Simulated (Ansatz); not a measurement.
(1) Predict a relaxed structure of the cluster Cr2B2 (the lowest singlet isomer of a short search), charge 0, singlet, at r2SCAN-D4/def2-SVP (Ansatz).

Results:

(1) 
Cartesian coordinates in Å:
```
Cr -0.653 -0.295 0.968
Cr 1.116 -0.169 0.419
B -0.209 0.991 -0.447
B -0.254 -0.526 -0.940
```
Point group C2v (tolerance 0.1 Å). This is one stationary point.

The restricted singlet is unstable towards broken spin symmetry at other levels; at r2SCAN-D4/def2-SVP this wasn't settled. At r2SCAN-D4/def2-SVP a triplet of charge 0 lies 2.50 eV below the restricted singlet, each at its own geometry. Another isomer (singlet) lies 0.12 eV lower at PBE0-D4/def2-TZVP.
